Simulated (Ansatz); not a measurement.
Calculated with Ansatz (gas phase, PBE0-D4/def2-TZVP geometries, no zero-point term in ΔE). CBS: MP2 limit from def2 TZ/QZ plus the TZ coupled-cluster correction, frozen cores. This one scheme is used for every species. DFT in def2-TZVPP. For Zn outer-core shells are correlated without core-valence functions, which leaves a few kJ/mol of doubt a bond. Scalar relativity is left out up to krypton. Each species was taken in one conformer, which may not be the lowest.

Consider the ligand exchange at a Zn–C bond: `C[O][Zn][CH3]` + H–F → `C[O][Zn][F]` + CH₄.

Question: Is it downhill or uphill in electronic energy at CCSD(T)/CBS, and by how much? (An estimate is asked.)

Answer: The calculation gave: Downhill: ΔE = -18.4 kcal/mol.

Question: What do these levels give: PBE0-D4, ωB97X-V, ωB97M-V, revPBE, CAM-B3LYP, LC-ωPBE? (An estimate is asked.)

Answer: The calculation gave: PBE0-D4 -16.7, ωB97X-V -19.6, ωB97M-V -17.9, revPBE -18.1, CAM-B3LYP -20.2, LC-ωPBE -19.0 kcal/mol.

Largest T1 diagnostic among the species: 0.017.

The D4 term adds +0.8 kcal/mol with B3LYP and +0.5 kcal/mol with PBE0; it sums over pairs of atoms, weighted by their polarisabilities, and B3LYP, whose exchange is more repulsive, gets the larger term. Leaving LDA and LC-ωPBE aside and taking each functional with its dispersion term where it has one, the values, not all of them listed here, spread over 4.4 kcal/mol, from B97M-V to PBE0-D4. LDA lies +3.3 kcal/mol from PBE without D4.

B3LYP here is the variant with VWN-RPA as its local correlation; programs differ in this.
